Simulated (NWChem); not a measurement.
## Lowest excitation of H4OSi

```
Si
O 1 1.6658
H 2 0.9611 1 116.87
H 1 1.4874 2 106.27 3 180.00
H 1 1.4977 4 109.48 2 121.11
H 1 1.4977 4 109.48 5 117.78
```
Charge 0, spin multiplicity 1.

The numbers come from NWChem runs, not from measurements. The geometry was optimised at PBE0/def2-SVP, a minimum by its harmonic frequencies.

Basis set: aug-cc-pVDZ.

The correlated methods keep 6 core orbitals frozen. B3LYP has NWChem's definition, with VWN1-RPA local correlation. The structure started from a generated list of species. Coupled-cluster values serve here as a point of comparison, not as the truth.

**Question.** One of these methods gave a lowest vertical singlet excitation energy of 6.08 eV. Which?
A. CIS
B. TD-PBE
C. EOM-CCSD
D. TD-B3LYP

**Answer.** B, TD-PBE. The others give 8.26 (CIS), 7.15 (EOM-CCSD), 6.59 (TD-B3LYP).
